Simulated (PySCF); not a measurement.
C₃H₆NO (SMILES CN(C)[C]=O), doublet, at a GFN2-xTB geometry, with bond 8-1 at 1.3 times its length. Base run: PySCF with SVWN5/STO-3G.

PySCF was given this input:
```python
from pyscf import gto, scf, dft

mol = gto.M(
    atom='''
C     1.59032029   -0.66595976    0.14431730
N     0.22700443   -0.20733053    0.01518478
C    -0.77581277   -1.25726267   -0.14671598
C    -0.06607100    1.07145081    0.04435012
O    -1.10281318    1.68342370   -0.04115406
H     2.25099216    0.19020887    0.25891250
H     1.69098667   -1.31572877    1.01771692
H     1.97522738   -1.40021432   -1.01003873
H    -1.75386421   -0.79016301   -0.23269650
H    -0.56778087   -1.83686848   -1.04829343
H    -0.76388112   -1.92212378    0.71923980
''',
    basis='sto-3g',
    spin=1,
    verbose=4,
)

mf = dft.UKS(mol)
mf.xc = 'lda,vwn'
mf.kernel()
```

Each row names what was changed in the base input (with any setting that the change needs).

```tsv
change	ΔE vs base (µEh)	SCF cycles	<S^2>	outcome
base	0.0	11	0.751	converged
DIIS = ADIIS	0.0	21	0.751	converged
init_guess = 1e	0.0	22	0.751	converged
level_shift = 0.5 (with mf.max_cycle = 100)	0.0	24	0.751	converged
conv_tol = 1e-11	0.0	13	0.751	converged
init_guess = atom	0.0	11	0.751	converged
init_guess = sap	0.0	32	0.751	converged
conv_tol_grad = 1e-3	0.0	11	0.751	converged
init_guess = vsap	0.0	14	0.751	converged
diis_space = 20	0.0	11	0.751	converged
conv_tol = 1e-4	238	6	0.751	converged
level_shift = 1.0 (with mf.max_cycle = 100)	0.0	36	0.751	converged
diis = off; damp = 0.3 (with mf.diis_start_cycle = 200; with mf.max_cycle = 150)	-	150	-	not converged
```

Open shells are given as the SCF converged; they aren't shown to be the lowest states, and a large step between rows can be another state.
